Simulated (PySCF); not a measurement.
naphthalene (C10H8), SMILES c1ccc2ccccc2c1. Heavy atoms are numbered as in [cH:1]1[cH:2][cH:3][c:4]2[cH:5][cH:6][cH:7][cH:8][c:9]2[cH:10]1. Hydrogens are named by the atom that carries them.

Coordinates come from a r2SCAN-D4/def2-SVP optimisation.

Method: CAM-B3LYP/def2-SVP (PySCF).

Atomic charges (e), one atom of each kind:

| atom | Mulliken | Löwdin | IAO |
|---|---|---|---|
| C1 (CH) | 0.01 | ___ | -0.14 |
| C3 (CH) | -0.02 | -0.02 | -0.14 |
| C4 | 0.07 | ___ | 0.00 |
| H on C1 | -0.01 | 0.03 | 0.14 |
| H on C3 | -0.02 | ___ | 0.14 |

**Question.** Some entries are withheld; supply them. (An estimate is asked for; the answer gives what the named calculation found.)

**Answer.** 
- C1 (CH), Löwdin: -0.03
- C4, Löwdin: -0.02
- H on C3, Löwdin: 0.03

**Question.** Give the Mayer and Wiberg (Löwdin basis) orders of the bonds. (An estimate is asked for; the answer gives what the named calculation found.)

**Answer.** 
```json
[
 {"bond": "C1–C2", "Mayer": "1.26", "Wiberg": "1.34"},
 {"bond": "C2–C3", "Mayer": "1.51", "Wiberg": "1.59"},
 {"bond": "C3–C4", "Mayer": "1.24", "Wiberg": "1.29"},
 {"bond": "C4–C5", "Mayer": "1.24", "Wiberg": "1.29"},
 {"bond": "C5–C6", "Mayer": "1.51", "Wiberg": "1.59"},
 {"bond": "C6–C7", "Mayer": "1.26", "Wiberg": "1.34"},
 {"bond": "C7–C8", "Mayer": "1.51", "Wiberg": "1.59"},
 {"bond": "C4–C9", "Mayer": "1.27", "Wiberg": "1.26"},
 {"bond": "C8–C9", "Mayer": "1.24", "Wiberg": "1.29"},
 {"bond": "C1–C10", "Mayer": "1.51", "Wiberg": "1.59"},
 {"bond": "C9–C10", "Mayer": "1.24", "Wiberg": "1.29"}
]
```
